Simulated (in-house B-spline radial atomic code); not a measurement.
Radial electron density of Mg⁶⁺, [He] 2s2 2p2. Level of theory: non-relativistic M06-2X, spin-polarised, spherical fractional occupations, point nucleus; calculated with a B-spline radial code for spherical atoms.

Caution: exact exchange at fractional occupations of open shells leaves self-interaction of up to several eV.

Columns: r (bohr), 4πr²n(r) (electrons per bohr), bar.

```
 0.00484   0.2937 #
 0.00564   0.3912 #
 0.00657   0.5192 ##
 0.00765    0.686 ##
 0.00891   0.9029 ###
  0.0104    1.187 ####
  0.0121    1.542 #####
  0.0141    1.996 #######
  0.0164    2.556 ########
  0.0191    3.248 ###########
  0.0222    4.073 #############
  0.0259    5.071 #################
  0.0302    6.217 #####################
  0.0351    7.463 #########################
  0.0409    8.815 #############################
  0.0476    10.17 ##################################
  0.0555    11.45 ######################################
  0.0646    12.49 #########################################
  0.0752    13.16 ###########################################
  0.0876    13.32 ############################################
   0.102    12.89 ###########################################
   0.119    11.87 #######################################
   0.138    10.42 ##################################
   0.161    8.659 #############################
   0.188    6.977 #######################
   0.219    5.776 ###################
   0.255    5.261 #################
   0.297    5.435 ##################
   0.345    6.048 ####################
   0.402    6.727 ######################
   0.468    7.016 #######################
   0.546    6.618 ######################
   0.635    5.585 ##################
    0.74    4.117 ##############
   0.862    2.584 #########
       1    1.392 #####
    1.17   0.5951 ##
    1.36   0.2077 #
    1.59   0.0536 
    1.85  0.01104 
    2.15 0.001521
```

On this grid the curve has 2 maxima, near 0.0876, 0.468 bohr.

The 2p up radial function P(r) = rR(r), positive near the nucleus:

```
r (bohr)         P
 0.00484  0.001495
 0.00657  0.002728
 0.00891  0.004949
  0.0121  0.008961
  0.0164   0.01606
  0.0222   0.02846
  0.0302   0.05029
  0.0409    0.0867
  0.0555    0.1468
  0.0752    0.2411
   0.102    0.3825
   0.138    0.5763
   0.188    0.8231
   0.255      1.08
   0.345     1.273
   0.468     1.302
   0.635      1.11
   0.862     0.745
    1.17    0.3621
    1.59    0.1133
    2.15   0.02043
```
